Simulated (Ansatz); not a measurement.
Abridged output of a molecular run in Ansatz:

```
Functional definition: HF
1492 factors; integrals over basis functions are off by at most 9.7e-4 eV
mean field evaluation 1: about -8987.3069 eV, gradient 3.6e1 eV
mean field evaluation 2: about -8987.5514 eV, gradient 3.6e1 eV
mean field evaluation 4: about -8990.9872 eV, gradient 3.3e0 eV
mean field evaluation 8: about -8991.0292 eV, gradient 2.6e-1 eV
mean field -8991.02940327 eV, -330.4142362315 hartree, gradient 2.3e-6 eV, S^2 0.000000; 0 other end points of the search recorded, 0 dependent functions left out
7 core orbitals not correlated: weight in the atoms' cores, before any rotation towards them, 1.000 or more for the frozen orbitals, at most 0.000 for the correlated occupied ones
reference -8991.02940327 eV, -330.4142362315 hartree; 16, 16 occupied and 204, 204 virtual orbitals, 1492 factors
second order -22.19406561 eV of doubles, -0.00000000 eV of singles
cycle   1  -22.12940027 eV  change    6.5e-2 eV  update   1.1e-1
cycle   2  -22.76758531 eV  change   -6.4e-1 eV  update   3.3e-2
cycle   3  -22.87488937 eV  change   -1.1e-1 eV  update   1.6e-2
cycle   4  -22.87175787 eV  change    3.1e-3 eV  update   4.1e-3
cycle   5  -22.87324249 eV  change   -1.5e-3 eV  update   1.5e-3
cycle   6  -22.87376370 eV  change   -5.2e-4 eV  update   4.2e-4
cycle   7  -22.87383876 eV  change   -7.5e-5 eV  update   1.4e-4
cycle   8  -22.87389776 eV  change   -5.9e-5 eV  update   3.7e-5
cycle   9  -22.87391737 eV  change   -2.0e-5 eV  update   1.2e-5
perturbative correction -0.93534528 eV, -0.0343733052 hartree
Total energy: -9014.83866592 eV, -331.2892104954 hartree
```

Its atoms:

```xyz
10

C    -0.6760    1.7915    2.0613
C    -0.6887    1.1235    1.0560
Sn   -0.6750   -0.0471   -0.6734
C     1.1472   -1.1548   -0.6929
H    -0.6686    2.3831    2.9482
H    -2.0382   -1.0709   -0.6108
H    -0.7889    1.0086   -2.0086
H     1.9918   -0.4663   -0.6927
H     1.1964   -1.7833   -1.5821
H     1.2001   -1.7844    0.1950
```

(1) Which basis set was used?
A. def2-SVP
B. cc-pV(Q+d)Z
C. def2-QZVPP
D. def2-TZVPP

(2) Write the keys of the input that set method, charge and spin (a neutral closed shell needs none for the last two).

Results:

(1) D. It gives 227 functions.

(2) 
```yaml
correlation: {method: ccsd_t}
```
